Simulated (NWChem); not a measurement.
System: SnH$_{2}$O$_{2}$ClF; SMILES [OH][Sn]([OH])([F])[Cl]

All runs: NWChem. def2 effective core potentials on Sn; no spin-orbit coupling. B3LYP is NWChem's, with the RPA form of VWN correlation. Each level has its own optimisation; frequencies are unscaled. One conformer.

```
level                                                r H–O (Å)  r F–Sn (Å)  r Cl–Sn (Å)  highest harmonic frequency (cm⁻¹)  lowest (cm⁻¹)  zero-point energy (kcal/mol)
---------------------------------------------------  ---------  ----------  -----------  ---------------------------------  -------------  ----------------------------
Hartree-Fock/3-21G (all-electron, non-relativistic)      0.959       1.870        2.375                               4005             70                          18.9
B3LYP/3-21G (all-electron, non-relativistic)             0.992       1.903        2.415                               3542             80                          17.4
PBE-D3(BJ)/def2-SVP (core potentials)                    0.979       1.952        2.338                               3687             80                          17.6
```
